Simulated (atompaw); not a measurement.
# Scattering properties, PAW (atompaw) potential for gold (Au)

gold, PAW, made with atompaw 4.2.0.5 (PBE, scalar-relativistic). Core [Kr] 4d10 4f14 5s2, reference 5p6 5d10 6s0 6p1. Waves: 6s (bound, empty): rc 2.65 bohr; 6s channel at 0.05 Ry: rc 2.65 bohr; 5p (bound): rc 1.95 bohr; 6p (bound): rc 2.65 bohr; 5d (bound): rc 2.65 bohr; 5d channel at 0.7 Ry: rc 1.90 bohr. Local part: bessel scheme, radius 2.20 bohr. Core correction: smooth core density matched at 1.95 bohr. Augmentation charge: besselshape compensation charge, radius 2.50 bohr; PAW radius 2.65 bohr; waves and projectors: custom polynom2 7 10 vanderbiltortho.

The phase is arctan(r·u′/u) with u = r·R(r), unwrapped; energies in Ry, scanned from -7 to 5 Ry. A pole is an energy at which the radial function vanishes at the test radius. The pseudo phase is shifted by a multiple of π to meet the all-electron one at the reference energy, and phase errors are pseudo minus all-electron; the curves can meet again beyond the range given. Levels narrower than the energy grid can be missing from the lists of poles.

Q: For each channel, where are the poles, and over which energies does the pseudopotential scatter like the atom?

A:

```json
{"channel": "s", "radius (bohr)": "2.65", "reference energy (Ry)": "-0.54", "poles, all-electron": "1.20", "poles, pseudo": "1.20, 4.50", "unbroken range about the reference energy with phases within 0.05 rad": "below 3.2", "phase error 1 Ry above the reference energy (rad)": "-0.000"}
{"channel": "p", "radius (bohr)": "2.65", "reference energy (Ry)": "-0.13", "poles, all-electron": "-4.53, 2.85", "poles, pseudo": "-4.53, 2.94", "unbroken range about the reference energy with phases within 0.05 rad": "the whole range", "phase error 1 Ry above the reference energy (rad)": "+0.004"}
{"channel": "d", "radius (bohr)": "2.65", "reference energy (Ry)": "-0.66", "poles, all-electron": "-0.37", "poles, pseudo": "-0.37", "unbroken range about the reference energy with phases within 0.05 rad": "below 2.0", "phase error 1 Ry above the reference energy (rad)": "+0.000"}
```

Phases in the s channel:

| E (Ry) | all-electron | pseudo |
| --- | --- | --- |
| -7.00 | 1.417 | 1.416 |
| -6.76 | 1.414 | 1.413 |
| -6.52 | 1.410 | 1.410 |
| -6.28 | 1.407 | 1.406 |
| -6.04 | 1.403 | 1.402 |
| -5.80 | 1.398 | 1.398 |
| -5.56 | 1.394 | 1.393 |
| -5.32 | 1.389 | 1.388 |
| -5.08 | 1.383 | 1.382 |
| -4.84 | 1.377 | 1.376 |
| -4.60 | 1.370 | 1.370 |
| -4.36 | 1.363 | 1.362 |
| -4.12 | 1.354 | 1.354 |
| -3.88 | 1.345 | 1.345 |
| -3.64 | 1.334 | 1.334 |
| -3.40 | 1.322 | 1.321 |
| -3.16 | 1.308 | 1.307 |
| -2.92 | 1.290 | 1.290 |
| -2.68 | 1.269 | 1.269 |
| -2.44 | 1.243 | 1.243 |
| -2.20 | 1.210 | 1.210 |
| -1.96 | 1.166 | 1.165 |
| -1.72 | 1.103 | 1.103 |
| -1.48 | 1.010 | 1.009 |
| -1.24 | 0.855 | 0.855 |
| -1.00 | 0.572 | 0.572 |
| -0.76 | 0.047 | 0.047 |
| -0.52 | -0.593 | -0.593 |
| -0.28 | -1.006 | -1.006 |
| -0.04 | -1.225 | -1.225 |
| 0.20 | -1.351 | -1.351 |
| 0.44 | -1.431 | -1.431 |
| 0.68 | -1.488 | -1.488 |
| 0.92 | -1.531 | -1.531 |
| 1.16 | -1.566 | -1.566 |
| 1.40 | -1.595 | -1.595 |
| 1.64 | -1.621 | -1.622 |
| 1.88 | -1.645 | -1.647 |
| 2.12 | -1.668 | -1.672 |
| 2.36 | -1.691 | -1.698 |
| 2.60 | -1.716 | -1.726 |
| 2.84 | -1.742 | -1.761 |
| 3.08 | -1.772 | -1.807 |
| 3.32 | -1.807 | -1.877 |
| 3.56 | -1.849 | -2.018 |
| 3.80 | -1.905 | -2.496 |
| 4.04 | -1.980 | -4.084 |
| 4.28 | -2.090 | -4.573 |
| 4.52 | -2.264 | -4.724 |
| 4.76 | -2.559 | -4.812 |
| 5.00 | -3.035 | -4.885 |
